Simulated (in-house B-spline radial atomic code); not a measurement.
Mo. Computed with a B-spline radial atomic code. Model: all-electron spherical atom, spin shells full or empty, radial basis limit, no spin-orbit coupling, Breit or QED, empty-state partial waves extrapolated as (l+1/2)^-4, RPA, G0W0 and static COHSEX of the highest shell as one setting changes (uncorrelated shells keep exact exchange).

In a row where one electron alone is correlated, RPA and GW hold only self-correlation.

Given: element Mo; charge 0; filled core Kr; hamiltonian one-electron scalar X2C; mean-field start HSE06; highest l of empty states 9; nuclear rms radius 4.4091 fm; highest mean-field shell 5s up.

Shell: 4d 5 0, 5s 1 0 (electrons up and down).

| lowest nl shells left uncorrelated | RPA correlation energy (hartree) | G0W0 level (eV) | G0W0 minus most complete (meV) | COHSEX level (eV) |
| --- | --- | --- | --- | --- |
| 0 | -3.0522 | -7.5855 | 0 | -9.1234 |
| 1 | -2.8892 | -7.5854 | 0.1 | -9.1232 |
| 2 | -2.7031 | -7.5864 | -0.9 | -9.1259 |
| 3 | ? | ? | ? | ? |
| 4 | -2.0008 | -7.5926 | -7.1 | -9.1393 |
| 5 | -1.494 | -7.5875 | -2 | -9.1312 |
| 6 | ? | ? | ? | ? |
| 7 | -0.5929 | -7.5725 | 13 | -9.1142 |
| 8 | -0.20223 | -7.4521 | 133.4 | -8.9398 |
| 9 | -0.014698 | -6.9671 | 618.4 | -7.8454 |

(1) What follows for lowest nl shells left uncorrelated = 6?

(2) What follows for lowest nl shells left uncorrelated = 3?

Results:

(1) RPA correlation energy -0.73251 hartree; G0W0 level -7.5541 eV; G0W0 minus most complete 31.4 meV; COHSEX level -9.0723 eV.

(2) RPA correlation energy -2.1758 hartree; G0W0 level -7.5851 eV; G0W0 minus most complete 0.4 meV; COHSEX level -9.1222 eV.
